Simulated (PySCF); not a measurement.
CH4BrFOSi, SMILES C[Si](O)(F)Br.

Geometry optimised at PBE0-D3(BJ)/def2-SVP. This is a generated structure with no PubChem entry under its InChIKey; it may be hypothetical. One conformer was computed; it need not be the lowest.

Two levels are set side by side: PBE/def2-TZVP (PySCF) and HF/def2-TZVP (PySCF). Same geometry, gas phase. Differences are taken from unrounded values.

```csv
quantity,PBE
orbital gap (eV),6.88
highest occupied level (eV),-7.29
lowest empty level (eV),-0.40
dipole moment (D),1.16
mean polarisability (bohr³),59.1
```

Problem. These are the PBE values. What does HF give? (Estimate from the structure and the level; the computed values follow.)

Solution. 
```json
[
 {"quantity": "orbital gap (eV)", "HF": "15.10", "PBE minus HF": "-8.21"},
 {"quantity": "highest occupied level (eV)", "HF": "-11.71", "PBE minus HF": "4.43"},
 {"quantity": "lowest empty level (eV)", "HF": "3.39", "PBE minus HF": "-3.79"},
 {"quantity": "dipole moment (D)", "HF": "1.18", "PBE minus HF": "-0.02"},
 {"quantity": "mean polarisability (bohr³)", "HF": "52.0", "PBE minus HF": "7.0"}
]
```

Without exact exchange PBE keeps part of each electron's self-repulsion, which lifts occupied levels and narrows the gap. PBE's more diffuse valence density responds more strongly to a field. Differences between two approximate levels are no errors against the true value.

Rough cost on one machine, each run with all the roots and properties that it gave: HF against PBE about 1/4.
